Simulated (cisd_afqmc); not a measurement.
Input (X2C-AFQMC/CISD/cc-pwCVTZ-DK; cisd_afqmc is a phaseless AFQMC code with CISD trial states that reads the integrals written by Ansatz): The .json basis holds the Basis Set Exchange's core-valence set for the 3d metal and cc-pVXZ-DK of the same size for its partners.

Ansatz 0.2 input:
```python
import cisd_afqmc

open("ham.yaml", "w").write("""\
crystal:
  periodic: [false, false, false]
  atoms:
    - {symbol: V, position_ang: [0.00000000, 0.00000000, 0.00000000]}
basis:
  gaussian:
    orbitals: cc-pwCVTZ-DK.json
magnetization: {spin_polarized: true, initial_magnetization: 3}
correlation: {method: ccsd, frozen_orbitals: {V: 5}, hamiltonian_folder: ham}
scf: {lower_state_search: full}
""")
rep = cisd_afqmc.ansatz("ham.yaml")
e_ccsd = rep["correlation"]["coupled_cluster"]["energy"]["hartree"]
out = cisd_afqmc.run("ham", e_ccsd, trial="CISD", walkers=100, populations=8, threads=8, dt=0.005, steps=40, early=36, settle=10, least=32,
    cut=5e-5, rank_cut=2e-4, target=0.0003, seconds=3000, seed=4, memory=12960, gpu=False)
```

Output:

```
orbitals 97, occupied [8, 5], factors 512 of 656, rank of the doubles 590 of 1172
E(HF) = -948.145429
E(CCSD) on the cut factors = -948.591956, shift to the whole factors -0.000013
Energy of the trial state on the determinant = -948.591966
  tau behind 10.8 of longer steps, mean of the populations' last blocks
   2.0  -948.60568
   4.0  -948.60632
   6.0  -948.60369
   8.0  -948.60487
  10.0  -948.60512
blocks 496 (4 outliers left out), error by blocks joined: 1: 0.00023, 2: 0.00024, 4: 0.00026, 8: 0.00029, 16: 0.00030
E(AFQMC/CISD) = -948.60542 +/- 0.00030
```
